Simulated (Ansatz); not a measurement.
```yaml
crystal:
  periodic: [false, false, false]
  atoms:
    - {symbol: C, position_ang: [0.653436, 1.067767, -0.879213]}
    - {symbol: C, position_ang: [0.061805, -0.059805, -0.161151]}
    - {symbol: C, position_ang: [1.070545, -1.092209, 0.070249]}
    - {symbol: C, position_ang: [-1.054712, -0.611864, -0.926458]}
    - {symbol: Sn, position_ang: [-0.649771, 0.613570, 1.683093]}
    - {symbol: H, position_ang: [1.460564, 1.488389, -0.355901]}
    - {symbol: H, position_ang: [1.019193, 0.746540, -1.814596]}
    - {symbol: H, position_ang: [-0.045854, 1.829219, -1.062118]}
    - {symbol: H, position_ang: [0.677803, -1.918648, 0.585008]}
    - {symbol: H, position_ang: [1.442497, -1.444489, -0.851414]}
    - {symbol: H, position_ang: [1.888576, -0.728242, 0.618536]}
    - {symbol: H, position_ang: [-1.503436, -1.425561, -0.437780]}
    - {symbol: H, position_ang: [-0.713264, -0.957550, -1.862316]}
    - {symbol: H, position_ang: [-1.798895, 0.105353, -1.110932]}
    - {symbol: H, position_ang: [-1.798929, 1.767233, 1.456156]}
    - {symbol: H, position_ang: [-1.309384, -0.635668, 2.524080]}
    - {symbol: H, position_ang: [0.581490, 1.255485, 2.563445]}
basis:
  gaussian: {orbitals: ANO-RCC-VTZP, fitting: {mean_field: def2-universal-jkfit}}
hamiltonian: {xc: {name: wB97M-V}}
accuracy: high
scf: {max_iter: 3}
output: {forces: true}
```

```sh
$ ansatz run in.yaml --threads 4 --pin off --events-out ev --progress --plain --max-ram 11315MiB
```

Problem. How does Ansatz answer? (Best estimate.)

Solution. Ansatz gave: The program refused the input.
```
Error: invalid value for `basis.gaussian`: such a run doesn't read scf.max_iter; remove what it names
```
